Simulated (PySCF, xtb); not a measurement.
Fe(CO)5 (C5FeO5), SMILES [O+]#[C-]->[Fe](<-[C-]#[O+])(<-[C-]#[O+])(<-[C-]#[O+])<-[C-]#[O+], multiplicity 1.

GFN2-xTB (xtb) at its own geometry gives an orbital gap of 3.19 eV and a dipole moment of 0.00 D.

Coordinates come from a PBE0-D3(BJ)/def2-SVP optimisation. The multiplicity is an assumed one; other spin states were not compared. The isomer is the one that the SMILES or the coordinates give; other isomers of the formula were not compared.

Q: What does PBE0/def2-SVP (PySCF) give? (The exact figures need the calculation; the answer reports its results.)

A: gap 6.11 eV (levels -7.21 and -1.11 eV), dipole 0.00 D.
